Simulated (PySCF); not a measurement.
2-methylideneimidazole (C4H4N2), SMILES C=C1N=CC=N1.

Geometry: B3LYP-D3(BJ)/def2-SVP.

Calculation: TDDFT-CAM-B3LYP/def2-SVPD (PySCF).

Vertical excitations. Isolated molecule, no solvent. State labels are in the subgroup C2v.

```
state  symmetry  energy (eV)  λ (nm)      f                              main pairs
-----  --------  -----------  ------  -----  --------------------------------------
S1           A2         3.86     321  0.000                        HOMO−1→LUMO 98 %
S2           B1         4.52     275  0.002                        HOMO−3→LUMO 97 %
S3           B2         4.89     254  0.010                        HOMO−2→LUMO 99 %
S4           A1         5.23     237  0.466                          HOMO→LUMO 98 %
S5           A2         7.19     172  0.000                        HOMO−4→LUMO 98 %
S6           B1         7.42     167  0.003                        HOMO−5→LUMO 97 %
S7           B1         7.80     159  0.005                      HOMO−1→LUMO+3 94 %
S8           B1         8.03     154  0.007      HOMO→LUMO+1 79 %, HOMO→LUMO+2 15 %
S9           A2         8.20     151  0.000  HOMO−3→LUMO+3 77 %, HOMO−1→LUMO+5 19 %
S10          B2         8.30     149  0.010    HOMO→LUMO+3 68 %, HOMO−1→LUMO+1 23 %
T1           A1         2.66     466      0                          HOMO→LUMO 96 %
T2           B2         3.36     369      0                        HOMO−2→LUMO 93 %
T3           A2         3.42     363      0                        HOMO−1→LUMO 95 %
T4           B1         3.99     311      0                        HOMO−3→LUMO 93 %
```
Triplets are in the Tamm–Dancoff approximation, which puts them higher than full response would, so one can lie above its singlet here.
